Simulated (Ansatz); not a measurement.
Ansatz results at the PBE0-D4/def2-TZVP geometry: LUMO energy (PBE/def2-TZVPP) -1.34 eV; size of the dipole moment (B3LYP/def2-TZVPP) 3.00 D; HOMO–LUMO gap (B3LYP/def2-TZVPP) 7.22 eV.

Each molecule was computed in one conformer, which needn't be the lowest.

(1) Which molecule gave them?
A. `[SiH3]/N=[CH]\[SnH3]`
B. `BBB[SeH]`
C. `O[SiH]([SiH3])[TeH]`
D. `O=CN[SiH2]O`

Answers

(1) D. The others give `BBB[SeH]`: -2.72, 0.62, 5.44; `O[SiH]([SiH3])[TeH]`: -1.59, 1.02, 5.45; `[SiH3]/N=[CH]\[SnH3]`: -2.46, 0.68, 4.72.

B3LYP here is the variant with VWN-RPA as its local correlation; programs differ in this.
